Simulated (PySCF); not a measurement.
Compound: CH₄F₂OSi.
Bonds: O1–Si2, Si2–C3, C3–F4, C3–F5. Hydrogens: H6 on O1; H7, H8 on Si2; H9 on C3.

The same species was optimised twice, with GFN2-xTB and with PBE0-D3(BJ)/def2-SVP (PySCF), and the same property calculations (PySCF, gas phase) were run on both structures.

```csv
coordinate,GFN2-xTB,PBE0-D3(BJ)/def2-SVP,change
O1–Si2 (Å),1.611,1.658,+0.047
Si2–H7 (Å),1.460,1.495,+0.035
Si2–H8 (Å),1.452,1.485,+0.033
Si2–C3 (Å),1.941,1.919,-0.022
C3–H9 (Å),1.097,1.107,+0.010
O1–H6 (Å),0.956,0.963,+0.007
C3–F5 (Å),1.364,1.357,-0.007
C3–F4 (Å),1.370,1.371,+0.001
Si2–O1–H6 (°),123.8,115.8,-8.0
H7–Si2–H8 (°),116.8,110.9,-5.9
Si2–C3–F4 (°),109.4,106.6,-2.8
C3–Si2–H8 (°),108.0,110.5,+2.5
F4–C3–F5 (°),105.4,107.6,+2.2
O1–Si2–H8 (°),106.2,107.9,+1.7
C3–Si2–H7 (°),104.9,106.4,+1.5
F5–C3–H9 (°),106.8,107.9,+1.1
O1–Si2–C3–F4 (°),-56,-51,+5
```

Rotational constants: A = 6037, B = 2620, C = 2453 MHz (GFN2-xTB) against A = 5875, B = 2698, C = 2482 MHz (PBE0-D3(BJ)/def2-SVP).

On the GFN2-xTB structure: lowest singlet, TDDFT (eV) 6.92 [PBE0/def2-SVPD]; lowest triplet, Tamm–Dancoff (eV) 6.53 [PBE0/def2-SVPD]; isotropic polarisability (au) 44.3 [PBE0/def2-SVPD]; HOMO (eV) -8.55 [PBE0/def2-SVPD]; LUMO (eV) -0.24 [PBE0/def2-SVPD]; dipole (D) 1.39 [PBE0/def2-SVPD]; HOMO (eV) -8.39 [PBE0/pcSseg-1]; LUMO (eV) 0.21 [PBE0/pcSseg-1]; dipole (D) 1.34 [PBE0/pcSseg-1]; GIAO shielding of O1 (ppm) 344.9 [PBE0/pcSseg-1]; GIAO shielding of Si2 (ppm) 380.9 [PBE0/pcSseg-1]; GIAO shielding of C3 (ppm) 59.3 [PBE0/pcSseg-1]; GIAO shielding of F4/F5 (mean) (ppm) 329.7 [PBE0/pcSseg-1].

**Question.** What do these properties become on the PBE0-D3(BJ)/def2-SVP structure?

**Answer.** 
```csv
property,level,on GFN2-xTB,on PBE0-D3(BJ)/def2-SVP,change
"lowest singlet, TDDFT (eV)",PBE0/def2-SVPD,6.92,6.87,-0.05
"lowest triplet, Tamm–Dancoff (eV)",PBE0/def2-SVPD,6.53,6.48,-0.05
isotropic polarisability (au),PBE0/def2-SVPD,44.3,45.2,+0.9
HOMO (eV),PBE0/def2-SVPD,-8.55,-8.62,-0.07
LUMO (eV),PBE0/def2-SVPD,-0.24,-0.31,-0.07
dipole (D),PBE0/def2-SVPD,1.39,1.72,+0.33
"energy, GFN2-xTB geometry as zero (kcal/mol)",PBE0/def2-SVPD,0.0,-2.3,-2.3
HOMO (eV),PBE0/pcSseg-1,-8.39,-8.47,-0.08
LUMO (eV),PBE0/pcSseg-1,0.21,0.12,-0.09
dipole (D),PBE0/pcSseg-1,1.34,1.72,+0.38
"energy, GFN2-xTB geometry as zero (kcal/mol)",PBE0/pcSseg-1,0.0,-2.1,-2.1
GIAO shielding of O1 (ppm),PBE0/pcSseg-1,344.9,337.2,-7.7
GIAO shielding of Si2 (ppm),PBE0/pcSseg-1,380.9,376.3,-4.6
GIAO shielding of C3 (ppm),PBE0/pcSseg-1,59.3,60.8,+1.5
GIAO shielding of F4/F5 (mean) (ppm),PBE0/pcSseg-1,329.7,330.5,+0.8
```

The heavy atoms differ by 0.059 Å rms after alignment. Among all bonds O1–Si2 changes most (+0.047 Å). Changes are differences of the printed values. Neither structure is proved a minimum here.

Conformer computed: `[OH:1][SiH2:2][CH:3]([F:4])[F:5]`: O1–Si2–C3–F4 -51°, H–O1–Si2–C3 45°.
